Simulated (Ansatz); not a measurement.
Reaction (ligand exchange at the Si–N bond): `[SiH3][NH][GeH3]` + `NC[SiH2]S` → `NC[SiH2]S[SiH3]` + `[NH2][GeH3]`

Isolated molecules relaxed with PBE0-D4/def2-TZVP in Ansatz; ΔE leaves out vibrations. CCSD(T)/CBS adds triple-zeta CCSD(T) − MP2 to the extrapolated MP2 energy (def2 sets, frozen cores). For Ge outer-core shells are correlated without core-valence functions, which leaves a few kJ/mol of doubt a bond. Scalar relativity is left out up to krypton. One conformer a species, not always the lowest.

```json
{"level": "CCSD(T)/def2-TZVPP", "ΔE (kcal/mol)": "-1.1"}
{"level": "CCSD/CBS(def2)", "ΔE (kcal/mol)": "-0.9"}
```

Q: What does CCSD(T)/CBS give? (An estimate is asked.)

A: Ansatz gave: -1.8 kcal/mol. The listed levels differ from it by 0.7, 0.9 kcal/mol.

Largest T1 diagnostic among the species: 0.011.

In def2-TZVPP, CCSD(T) changes the Hartree–Fock value by −3.6 kcal/mol (the triples alone add −0.9 kcal/mol) and MP2 by −4.3 kcal/mol. From PBE to PBE0 (25 % exact exchange), in def2-TZVPP and without D4, ΔE moves by +1.1 kcal/mol.
